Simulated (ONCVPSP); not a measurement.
## Ir (Z = 77): one change to an ONCV potential, before and after

```json
{
 "Element": "Ir (Z = 77)",
 "Generator": "ONCVPSP 4.0.1",
 "Type": "optimised norm-conserving Vanderbilt (ONCV)",
 "Functional": "LDA (Perdew-Zunger)",
 "Relativity": "scalar-relativistic",
 "Frozen core": "[Kr] 4d10 4f14",
 "Valence charge": "17",
 "Reference configuration": "5s2 5p6 5d7 (charge +2)",
 "Partial waves": "5s: rc 1.50 bohr, ncon 5, nbas 9, qcut 8.8 1/bohr, 2 projectors, debl 0.8 Ha; 5p: rc 1.35 bohr, ncon 3, nbas 7, qcut 8.3 1/bohr, 2 projectors, debl 2.2 Ha; 5d: rc 2.35 bohr, ncon 3, nbas 8, qcut 6.1 1/bohr, 2 projectors, debl 3.7 Ha",
 "Local potential": "polynomial inside 1.00 bohr (lpopt 4, dvloc0 -1 Ha)",
 "Core correction": "none"
}
```

In the s channel the program set the typed energies aside and used -4.266, 0.050 Ha. In the p channel the program set the typed energies aside and used -2.673, 0.250 Ha.

Change: p: ncon 4, nbas 8.

Cutoffs: the cutoffs (Ha) at which the residual kinetic energy of the hardest occupied pseudo-wave falls to 1 and 0.1 mHa per electron; they do not see the model core or the augmentation charge, which bear on the density cutoff. Errors are all-electron minus pseudo energies relative to the spin-unpolarised reference configuration.

Task: What does the change do?

Result: The potential gets harder (31 Ha and 35 Ha → 31 Ha and 46 Ha); the errors of the 4 common tests hardly move; neither file shows a bound ghost.

```csv
quantity,base,changed
"cutoff, loose",31 Ha,31 Ha
"cutoff, tight",35 Ha,46 Ha
loose cutoff by channel,"s 31 Ha, p 28 Ha, d 14 Ha","s 31 Ha, p 30 Ha, d 14 Ha"
bound ghosts,none,none
GHOST(+) flags under 300 eV,s at 196.1 eV,s at 196.1 eV
"error for 5s2 5p6 5d7 6s2, meV [ΔE -28.03 eV]",+12,+12
"error for 5s2 5p6 5d7 6s1, meV [ΔE -17.85 eV]",+6.4,+6.4
"error for 5s2 5p6 5d6, meV [ΔE 30.84 eV]",+15,+15
"error for 5s2 5p6 5d5, meV [ΔE 74.72 eV]",+101,+100
s: phases at 1.52 bohr within 0.05 rad from the reference energy up to (Ha; the scan ends near 5),to the end of the scan,to the end of the scan
p: phases at 1.37 bohr within 0.05 rad from the reference energy up to (Ha; the scan ends near 5),to the end of the scan,to the end of the scan
d: phases at 2.38 bohr within 0.05 rad from the reference energy up to (Ha; the scan ends near 5),to the end of the scan,to the end of the scan
```
